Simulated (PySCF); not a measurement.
## Dipole response of Ta (tantalum, neutral)

[Xe] 4f14 5d3 6s2, high-spin 4F determinant. Computed with PySCF 2.14 in aug-cc-pVTZ-PP with one added diffuse shell each of s, p, d, f, g type with ECP60MDF (7s7p6d4f3g, 113 functions), with scalar relativity through the core potential. Coupled (time-dependent) response in atomic units; α is the mean over directions.

```
method  mean α (bohr³)  C₆ (like pair)  S(−4)
   UHF           109.5            1455   8322
   PBE           84.46            1087   2794
```

S(−4) is the Cauchy moment in α(ω) = α(0) + S(−4) ω² + …

Reference α: 74 ± 20 bohr³ (recommended; Schwerdtfeger and Nagle, table of static dipole polarizabilities (2023 update)). Published C₆: 887.0 (Gould and Bucko (2016)).

Spin-orbit coupling is absent.

Hartree-Fock lies above the reference because it lacks correlation, which contracts the outer shell.

α(iu) at UHF:

```
u (hartree)  α(iu) (bohr³)
          0          109.5
     0.0500          95.45
      0.100          74.60
      0.200          43.80
      0.300          28.08
      0.500          14.97
      0.750          8.900
       1.00          6.102
       1.50          3.505
       2.00          2.303
       3.00          1.211
       5.00         0.4957
```

Energies and moments cover only the electrons outside the core potential. Spin-orbit coupling, absent here, splits the open shell strongly.
